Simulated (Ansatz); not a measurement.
Start from `N[Si](N)(N)O` and change one atom or group to get `N[Si](N)(O)F`.

Ansatz, PBE0-D4/def2-TZVP geometries, multiplicity 1. Each molecule was computed in one conformer, which needn't be the lowest.

| property | `N[Si](N)(N)O` |
| --- | --- |
| zero-point energy (PBE0-D4/def2-TZVP) / kJ/mol | 248.3 |
| HOMO–LUMO gap (PBE/def2-TZVPP) / eV | 5.30 |
| HOMO–LUMO gap (ωB97M-V/def2-TZVPP) / eV | 11.36 |
| size of the dipole moment (ωB97M-V/def2-TZVPP) / D | 1.43 |
| LUMO energy (ωB97M-V/def2-TZVPP) / eV | 2.15 |
| HOMO energy (ωB97M-V/def2-TZVPP) / eV | -9.21 |

(1) Give the same properties after the change, and the shifts. (Estimate.)

Answers

(1) Computed: 
```json
{"property": "zero-point energy (PBE0-D4/def2-TZVP) / kJ/mol", "`N[Si](N)(O)F`": "185.6", "shift": "-62.7"}
{"property": "HOMO–LUMO gap (PBE/def2-TZVPP) / eV", "`N[Si](N)(O)F`": "6.03", "shift": "0.73"}
{"property": "HOMO–LUMO gap (ωB97M-V/def2-TZVPP) / eV", "`N[Si](N)(O)F`": "12.25", "shift": "0.89"}
{"property": "size of the dipole moment (ωB97M-V/def2-TZVPP) / D", "`N[Si](N)(O)F`": "1.10", "shift": "-0.33"}
{"property": "LUMO energy (ωB97M-V/def2-TZVPP) / eV", "`N[Si](N)(O)F`": "2.15", "shift": "0.00"}
{"property": "HOMO energy (ωB97M-V/def2-TZVPP) / eV", "`N[Si](N)(O)F`": "-10.10", "shift": "-0.89"}
```

The zero-point energy changes by -62.7 kJ/mol with -6 modes. Dipoles are sizes alone; their direction can turn.
